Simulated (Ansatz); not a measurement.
`F[Si](F)(F)[SiH2]Cl` + HI → `F[Si](F)(F)I` + `[SiH3]Cl` at 600 K and 1 bar (cleavage of the Si–Si bond).

Gas-phase electronic energies from Ansatz, PBE0-D4/def2-TZVP geometries. CBS: MP2 limit from def2 TZ/QZ plus the TZ coupled-cluster correction, frozen cores. This one scheme is used for every species. def2 core potentials past Kr. For I outer-core shells are correlated without core-valence functions, which leaves a few kJ/mol of doubt a bond. Each species was taken in one conformer, which may not be the lowest.

```
              species  CCSD(T)/CBS energy (Eh)  H − E (kJ/mol)  S (J/(mol·K))
`F[Si](F)(F)[SiH2]Cl`              -1338.77337           139.9          478.0
                   HI               -298.03592            31.6          227.0
       `F[Si](F)(F)I`               -886.14639            72.2          391.4
           `[SiH3]Cl`               -750.69636            99.4          294.6
```

H − E and S are ideal-gas, rigid-rotor, harmonic terms from PBE0-D4/def2-TZVP, for one conformer and one mirror image of each species. 1 Eh = 2625.50 kJ/mol, R = 8.31446 J/(mol·K).

Question: By hand: ΔE, ΔH, ΔS and ΔG.

Answer: ΔE = (-886.14639) + (-750.69636) − (-1338.77337) − (-298.03592) = -0.03346 Eh = -87.8 kJ/mol. Δ(H − E) = 72.2 + 99.4 − 139.9 − 31.6 = 0.1, so ΔH = -87.7 kJ/mol. ΔS = 391.4 + 294.6 − 478.0 − 227.0 = -19.0 J/(mol·K). ΔG = -87.7 − 600 × (-19.0)/1000 = -76.3 kJ/mol.

Question: By hand: the equilibrium constant, and the temperature at which ΔG would vanish if ΔH and ΔS stayed fixed.

Answer: log₁₀ K = −ΔG/(RT ln 10) = 6.6. ΔG = 0 at ΔH/ΔS = 4616 K, far beyond where these terms or the molecules hold.

ΔH outweighs TΔS. A doubt of 5 kJ/mol in ΔE shifts log₁₀ K by 0.4 here. Other conformers and mirror images would add mixing entropy, several J/(mol·K) or more a flexible species. Modes under 60 cm⁻¹, often nearly free rotors, make the harmonic entropy too high. These are equilibria of isolated gas molecules and say nothing of rates. Largest T1 diagnostic: 0.012 (customary marks: 0.02 for closed shells, 0.045 for open ones).
